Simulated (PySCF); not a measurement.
**Orbital picture of CrN**

PBE at R = 1.570 Å; PySCF, no relativity, basis sets Cr def2-TZVPP, N def2-TZVPP. State: ⁴Σ⁻ (quartet), unpaired electrons σ ↑, δ ↑↑. Only the outer orbitals are listed, counted within each symmetry.

```csv
spin,orbital,occ.,ε (eV),on Cr (%),main shells (%)
α,7σ,1,-16.66,12,86 N s
α,8σ,1,-7.36,50,"48 Cr d, 41 N p, 9 N s"
α,3π,1,-7.32,58,"57 Cr d, 41 N p"
α,3π,1,-7.32,58,"57 Cr d, 41 N p"
α,1δ,1,-5.55,100,100 Cr d
α,1δ,1,-5.54,100,100 Cr d
α,9σ,1,-4.78,85,"64 Cr s, 13 N p, 11 Cr d"
α,4π,0,-3.27,64,"36 N p, 34 Cr d, 30 Cr p"
α,4π,0,-3.27,64,"36 N p, 34 Cr d, 30 Cr p"
α,10σ,0,-2.11,71,"35 Cr p, 29 N p, 25 Cr d"
β,6σ,1,-46.44,98,98 Cr p
β,2π,1,-44.95,100,100 Cr p
β,2π,1,-44.95,100,100 Cr p
β,7σ,1,-17.34,9,90 N s
β,3π,1,-7.11,31,"69 N p, 28 Cr d"
β,3π,1,-7.11,31,"69 N p, 28 Cr d"
β,8σ,1,-6.94,31,"63 N p, 28 Cr d"
β,9σ,0,-2.96,93,"72 Cr s, 16 Cr d"
β,1δ,0,-2.42,100,100 Cr d
β,1δ,0,-2.42,100,100 Cr d
```

Question: Which are the highest filled and the lowest empty level, where do they sit, and how wide is the gap?

Answer: Highest filled α 9σ at -4.78 eV (in %: 64 Cr s, 13 N p, 11 Cr d); lowest empty α 4π at -3.27 eV (in %: 36 N p, 34 Cr d, 30 Cr p); the gap at PBE is 1.51 eV.

The bond order (Mayer) is 3.01. The ⟨S²⟩ is 3.938 and the charge on Cr (Mulliken, basis-dependent) is 0.42. The charge on Cr (Löwdin, basis-dependent) is 0.05. The dipole moment (positive dipole means Cr(−)N(+)) is -3.07 D. The polarisability along the bond is 65.4 bohr³. The polarisability across the bond is 60.9 bohr³.

The state is the lowest single determinant that the PBE0 search found; with open d or f shells the true ground state can be another one.
